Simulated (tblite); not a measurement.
Species: C4H7AlBrCl.
SMILES with atom numbers: `[AlH2:1][CH2:2][CH2:3]/[C:4]([Br:5])=[CH:6]\[Cl:7]` (hydrogens: H8, H9 on Al1; H10, H11 on C2; H12, H13 on C3; H14 on C6)

Computed with GFN2-xTB (tblite), gas phase: L-BFGS steps from a force-field or distance-geometry start until the largest atomic force falls under 0.01 eV/Å.

Step 81: E = -593.0847 eV
```
atom  x, y, z in Å  |  force x, y, z in eV/Å
Al1    -2.6785   -0.0913    0.2893    0.010  -0.020  -0.004
C2     -0.8180    0.2823    0.9439   -0.019  -0.020  -0.097
C3      0.1092   -0.4228   -0.0801   -0.003   0.006   0.013
C4      1.5254   -0.3500    0.3721   -0.047   0.022   0.049
Br5     2.0328   -1.6106    1.7129   -0.020  -0.013  -0.025
C6      2.4319    0.5576    0.0347    0.018  -0.005   0.046
Cl7     2.1285    1.8029   -1.1112   -0.033   0.006  -0.050
H8     -2.8557   -1.1716   -0.8140    0.029   0.027   0.018
H9     -3.9732    0.6067    0.7556   -0.017   0.007   0.006
H10    -0.5458    1.3455    1.0006    0.011  -0.009   0.010
H11    -0.6039   -0.1259    1.9429    0.001   0.002   0.014
H12     0.0298    0.0598   -1.0601   -0.046  -0.015   0.040
H13    -0.2034   -1.4681   -0.1898    0.030   0.013  -0.016
H14     3.4202    0.5851    0.4611    0.085  -0.001  -0.002
```

Step 82: E = -593.0859 eV
```
atom  x, y, z in Å  |  force x, y, z in eV/Å
Al1    -2.6709   -0.0833    0.2869   -0.012  -0.049  -0.008
C2     -0.8165    0.2938    0.9498   -0.012  -0.029  -0.063
C3      0.1027   -0.4210   -0.0738    0.019   0.006   0.022
C4      1.5205   -0.3520    0.3723   -0.022   0.027   0.052
Br5     2.0287   -1.6189    1.7078   -0.016  -0.001  -0.028
C6      2.4279    0.5537    0.0321    0.023  -0.005   0.030
Cl7     2.1206    1.7989   -1.1140   -0.032   0.002  -0.040
H8     -2.8179   -1.1542   -0.8290    0.020   0.026   0.006
H9     -3.9848    0.5767    0.7535   -0.012   0.020   0.009
H10    -0.5348    1.3540    1.0046    0.014   0.004   0.010
H11    -0.6050   -0.1155    1.9493   -0.002   0.010   0.006
H12     0.0190    0.0552   -1.0560   -0.040  -0.002   0.019
H13    -0.2100   -1.4663   -0.1761   -0.002  -0.005  -0.017
H14     3.4198    0.5785    0.4504    0.075  -0.004   0.003
```

Step 83: E = -593.0866 eV
```
atom  x, y, z in Å  |  force x, y, z in eV/Å
Al1    -2.6681   -0.0817    0.2862    0.023  -0.064  -0.024
C2     -0.8165    0.2988    0.9519   -0.002  -0.003   0.029
C3      0.0993   -0.4193   -0.0700    0.028  -0.004   0.022
C4      1.5172   -0.3515    0.3750    0.012   0.025   0.038
Br5     2.0259   -1.6238    1.7047   -0.014   0.002  -0.021
C6      2.4261    0.5518    0.0326    0.036   0.005   0.005
Cl7     2.1142    1.7953   -1.1165   -0.020  -0.010  -0.016
H8     -2.7990   -1.1446   -0.8386    0.012   0.020   0.000
H9     -3.9863    0.5616    0.7516   -0.049   0.038   0.023
H10    -0.5307    1.3591    1.0061    0.000  -0.027   0.003
H11    -0.6042   -0.1096    1.9537   -0.018   0.028  -0.040
H12     0.0119    0.0538   -1.0524   -0.025   0.009  -0.005
H13    -0.2128   -1.4647   -0.1698   -0.014  -0.016  -0.014
H14     3.4222    0.5743    0.4434    0.033  -0.004  -0.001
```

Task: Estimate the geometry and energy of step 84. (The exact step hangs on the optimiser's Hessian estimate; all steps are aligned on step 83, rigid shifts and turns removed.)

Result: E = -593.0869 eV, largest force 0.041 eV/Å
```
atom  x, y, z in Å  |  force x, y, z in eV/Å
Al1    -2.6648   -0.0802    0.2848   -0.005  -0.040  -0.007
C2     -0.8153    0.3062    0.9528   -0.004  -0.002   0.034
C3      0.0970   -0.4188   -0.0673    0.014  -0.004   0.018
C4      1.5151   -0.3526    0.3767    0.022   0.020   0.021
Br5     2.0232   -1.6283    1.7021   -0.008  -0.003  -0.011
C6      2.4249    0.5494    0.0328    0.036   0.012  -0.010
Cl7     2.1080    1.7934   -1.1158   -0.010  -0.019  -0.003
H8     -2.7788   -1.1354   -0.8480    0.002   0.014  -0.007
H9     -3.9940    0.5448    0.7556   -0.012   0.020   0.009
H10    -0.5234    1.3645    1.0060   -0.008  -0.021  -0.006
H11    -0.6052   -0.1005    1.9555   -0.017   0.018  -0.029
H12     0.0079    0.0510   -1.0514   -0.016   0.009  -0.001
H13    -0.2193   -1.4638   -0.1638   -0.003  -0.002  -0.006
H14     3.4239    0.5700    0.4381    0.010  -0.002  -0.002
```

The energy changes by -0.0004 eV. The first-order estimate −F·Δx gives -0.0006 eV and the mean of the old and new forces, exact on a quadratic surface, -0.0003 eV. The step makes an angle of 84° with the force vector and moves no atom by more than 0.024 Å.

What follows is the cost of the whole relaxation. The run took 3.6 s of wall time on an Intel Xeon at 2.50 GHz with one thread, no GPU, shared host with 64 logical CPUs at a one-minute load of 59.
